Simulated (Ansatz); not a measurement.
One geometry of `[NH2][Sn][F]`, several functionals.

```yaml
crystal:
  periodic: [false, false, false]
  atoms:
    - {symbol: N, position_ang: [-0.302943, 0.495514, -0.393332]}
    - {symbol: Sn, position_ang: [0.338932, -0.053665, 1.423233]}
    - {symbol: F, position_ang: [0.966948, -1.775887, 0.754336]}
    - {symbol: H, position_ang: [-0.746802, 1.369304, -0.629108]}
    - {symbol: H, position_ang: [-0.206235, -0.108867, -1.196629]}
basis:
  gaussian: {orbitals: def2-TZVPP}
hamiltonian: {xc: r2scan, dispersion: d4}
output: {forces: true, orbitals: {seedname: orbitals}}
```

```sh
$ ansatz run in.yaml --threads 2 --pin off --events-out ev --progress --plain
```

Shortened log:

```
Functional definition: r2SCAN
  name "r2SCAN"
  cite "Furness, Kaplan, Ning, Perdew & Sun, J. Phys. Chem. Lett. 11, 8208 (2020) doi:10.1021/acs.jpclett.0c02405"
  cite "Furness, Kaplan, Ning, Perdew & Sun, J. Phys. Chem. Lett. 11, 9248 (2020) doi:10.1021/acs.jpclett.0c03077"
  parent r2scan
  parameter k0 = 0.174
  parameter k1 = 0.065
  parameter a1 = 4.9479
  exchange = r2scan_x(k0 = k0, k1 = k1, a1 = a1)
  correlation = r2scan_c
817 factors; their error is unknown
mean field evaluation 1: about -10062.6079 eV, gradient 8.2e1 eV
mean field evaluation 2: about -9987.3738 eV, gradient 1.8e2 eV
mean field evaluation 4: about -10074.7066 eV, gradient 1.1e1 eV
mean field evaluation 8: about -10074.9171 eV, gradient 6.5e-2 eV
mean field evaluation 16: about -10074.9101 eV, gradient 3.5e-5 eV
mean field -10074.91010953 eV, -370.2461175058 hartree, gradient 1.5e-5 eV, S^2 0.000000; 0 other end points of the search recorded, 0 dependent functions left out
the calculation of the forces begins
reference -10074.91012138 eV, -370.2461179412 hartree; 20, 20 occupied and 120, 120 virtual orbitals, 817 factors
Total energy: -10074.92747923 eV, -370.2467558305 hartree
Atom 0 at    -0.302943     0.495514    -0.393332 Å, force    -0.006564    -0.007372    -0.045239 eV/Å
Atom 1 at     0.338932    -0.053665     1.423233 Å, force     0.022128     0.030148     0.164063 eV/Å
Atom 2 at     0.966948    -1.775887     0.754336 Å, force     0.008802    -0.040902    -0.044136 eV/Å
Atom 3 at    -0.746802     1.369304    -0.629108 Å, force    -0.015784     0.018341    -0.034919 eV/Å
Atom 4 at    -0.206235    -0.108867    -1.196629 Å, force    -0.008582    -0.000216    -0.039769 eV/Å
Dipole moment:    -0.238040     0.545644     0.032454 e Å
```

Run time 3.5 s (2 threads of a server CPU on a shared host); peak host memory 0.17 GiB.

The same input with `hamiltonian: {xc: {name: revPBE}, dispersion: d4}` and no forces (abridged; 0.7 s):

```
Functional definition: revPBE
mean field evaluation 16: about -10074.6101 eV, gradient 3.0e-5 eV
mean field -10074.61010679 eV, -370.2350926087 hartree, gradient 3.0e-5 eV, S^2 0.000000
Total energy: -10074.84927455 eV, -370.2438818617 hartree
```

The same input with `hamiltonian: {xc: {name: PBE-QIDH}}` and no forces (abridged; 1.8 s):

```
Functional definition: PBE-QIDH
mean field evaluation 16: about -10056.5526 eV, gradient 2.1e-4 eV
mean field -10056.55260958 eV, -369.5714918257 hartree, gradient 6.0e-6 eV, S^2 0.000000
6 core orbitals not correlated: weight in the atoms' cores, before any rotation towards them, 1.000 or more for the frozen orbitals, at most 0.000 for the correlated occupied ones
second order -23.67399102 eV of doubles, -0.00000000 eV of singles
Total energy: -10064.44395111 eV, -369.8614932780 hartree
```

The same input with `hamiltonian: {xc: {name: LC-wPBE}, dispersion: d4}` and no forces (abridged; 3 s):

```
WARN the engine holds no damping parameters fitted to this dispersion correction and functional, so the run takes those fitted to pbe0 (hamiltonian.dispersion, under Limitations)
Functional definition: LC-wPBE
mean field evaluation 16: about -10072.9877 eV, gradient 7.0e-5 eV
mean field -10072.98767984 eV, -370.1754695180 hartree, gradient 7.0e-5 eV, S^2 0.000000
Total energy: -10073.05613059 eV, -370.1779850364 hartree
```

With the line `hamiltonian: {xc: {name: BHLYP}, dispersion: d4}` and no forces (abridged; 3 s):

```
Functional definition: BHLYP
mean field evaluation 16: about -10070.8133 eV, gradient 1.5e-5 eV
mean field -10070.81328508 eV, -370.0955619844 hartree, gradient 1.5e-5 eV, S^2 0.000000
Total energy: -10070.92630098 eV, -370.0997152419 hartree
```

With the line `hamiltonian: {xc: hse06, dispersion: d4}` and no forces (abridged; 1.1 s):

```
Functional definition: HSE06
mean field evaluation 16: about -10070.1775 eV, gradient 1.3e-4 eV
mean field -10070.17748353 eV, -370.0721967082 hartree, gradient 2.1e-5 eV, S^2 0.000000
Total energy: -10070.24169420 eV, -370.0745564069 hartree
```

LC-ωPBE has ω = 0.4 bohr⁻¹; the program lends it PBE0's D4 damping.

HSE06 is the plane-wave form, built on full-range PBE exchange.
